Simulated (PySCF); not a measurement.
CH4AlCl2N, SMILES C[NH][Al]([Cl])[Cl].

Geometry optimised at B3LYP-D3(BJ)/def2-SVP. The structure was generated by enumeration; whether it is a known compound was not checked. One conformer was computed; it need not be the lowest.

The numbers are results of B3LYP-D3(BJ)/def2-SVP (PySCF), not measurements.

Frequencies are harmonic and unscaled.

Problem. Give all harmonic wavenumbers and intensities. (The exact figures need the calculation; the answer reports its results.)

Solution. 
| mode | ν (cm⁻¹) | IR (km/mol) | Raman (Å⁴/amu) | depolarisation | moving atoms (share of kinetic energy) |
|---|---|---|---|---|---|
| 1 | 106 | 1.5 | 1.7 | 0.75 | Cl 40 %, C 34 %, H 17 %, Al 8 % |
| 2 | 109 | 0.6 | 0.0 | – | H 29 %, N 27 %, C 21 %, Al 13 %, Cl 10 % |
| 3 | 147 | 9.2 | 1.8 | 0.70 | Cl 69 %, Al 15 %, N 8 % |
| 4 | 160 | 0.0 | 0.2 | 0.75 | H 92 % |
| 5 | 222 | 29.8 | 0.8 | 0.75 | Al 62 %, N 21 %, Cl 8 %, H 8 % |
| 6 | 300 | 4.6 | 3.2 | 0.28 | N 30 %, C 25 %, Cl 25 %, H 16 % |
| 7 | 428 | 17.3 | 9.9 | 0.08 | Cl 62 %, N 21 %, Al 12 % |
| 8 | 534 | 95.4 | 1.9 | 0.75 | H 87 %, N 12 % |
| 9 | 621 | 169.4 | 0.8 | 0.74 | Al 69 %, Cl 29 % |
| 10 | 779 | 96.2 | 8.9 | 0.17 | Al 46 %, N 27 %, C 13 %, H 12 % |
| 11 | 1080 | 21.2 | 1.9 | 0.70 | H 87 %, C 10 % |
| 12 | 1139 | 0.1 | 0.7 | 0.75 | H 76 %, C 19 % |
| 13 | 1149 | 124.0 | 7.8 | 0.42 | N 46 %, C 34 %, H 17 % |
| 14 | 1384 | 46.6 | 4.2 | 0.06 | H 66 %, N 22 %, C 11 % |
| 15 | 1453 | 16.5 | 10.3 | 0.68 | H 86 %, C 14 % |
| 16 | 1471 | 1.9 | 18.2 | 0.75 | H 97 % |
| 17 | 1495 | 4.3 | 30.0 | 0.67 | H 96 % |
| 18 | 2991 | 92.2 | 208.8 | 0.06 | H 97 % |
| 19 | 3047 | 39.6 | 154.9 | 0.75 | H 90 %, C 10 % |
| 20 | 3110 | 15.0 | 50.8 | 0.73 | H 91 %, C 9 % |
| 21 | 3573 | 20.9 | 100.2 | 0.25 | H 93 % |
